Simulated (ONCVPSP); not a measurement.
Ag: one change to an ONCV potential, before and after

- Element: silver (Ag)
- Generator: ONCVPSP 4.0.1
- Type: optimised norm-conserving Vanderbilt (ONCV)
- Functional: PBE
- Relativity: scalar-relativistic
- Frozen core: [Ar] 3d10
- Valence charge: 19
- Reference configuration: 4s2 4p6 4d10 (charge +1)
- Partial waves: 4s: rc 1.55 bohr, ncon 3, nbas 7, qcut 9.6 1/bohr, local; 4p: rc 1.55 bohr, ncon 4, nbas 8, qcut 10.4 1/bohr, 2 projectors, debl 3.7 Ha; 4d: rc 2.00 bohr, ncon 5, nbas 10, qcut 6.8 1/bohr, 2 projectors, debl 0.6 Ha
- Local potential: the s channel
- Core correction: none

All-electron outer shells of the reference configuration (PBE, scalar-relativistic, ld1.x):

| shell | level (eV) | outermost node (bohr) | outermost maximum (bohr) |
| --- | --- | --- | --- |
| 4s | -103.28 | 0.44 | 0.82 |
| 4p | -66.82 | 0.44 | 0.88 |
| 4d | -15.64 | 0.43 | 1.04 |

Change: s: qcut 6.8.

Cutoffs: the cutoffs (Ha) at which the residual kinetic energy of the hardest occupied pseudo-wave falls to 1 and 0.1 mHa per electron; they do not see the model core or the augmentation charge, which bear on the density cutoff. Errors are all-electron minus pseudo energies relative to the spin-unpolarised reference configuration.

**Question.** How do hardness, ghosts and transferability respond?

**Answer.** The potential gets softer (29 Ha and 35 Ha → 21 Ha and 34 Ha); the errors of the 3 common tests hardly move; the range in which the s phases agree narrows (upper end -1.7 → -2.7); neither file shows a bound ghost. The waves are optimised to have the least kinetic energy above qcut, so the cutoff follows it (qcut²/2 in Ha).

| quantity | base | changed |
| --- | --- | --- |
| cutoff, loose | 29 Ha | 21 Ha |
| cutoff, tight | 35 Ha | 34 Ha |
| loose cutoff by channel | s 29 Ha, p 19 Ha, d 21 Ha | s 16 Ha, p 19 Ha, d 21 Ha |
| bound ghosts | none | none |
| GHOST(+) flags under 300 eV | none | none |
| tests with a reliable result | 3 of 4 | 3 of 4 |
| error for 4s2 4p6 4d9, meV [ΔE 22.11 eV] | +8.8 | +9.4 |
| error for 4s2 4p6 4d8, meV [ΔE 58.31 eV] | +68 | +72 |
| error for 4s2 4p6 4d7, meV [ΔE 110.02 eV] | +244 | +260 |
| s: phases at 1.57 bohr within 0.05 rad from the reference energy up to (Ha; the scan ends near 5) | -1.7 | -2.7 |
| p: phases at 1.57 bohr within 0.05 rad from the reference energy up to (Ha; the scan ends near 5) | to the end of the scan | to the end of the scan |
| d: phases at 2.04 bohr within 0.05 rad from the reference energy up to (Ha; the scan ends near 5) | to the end of the scan | to the end of the scan |
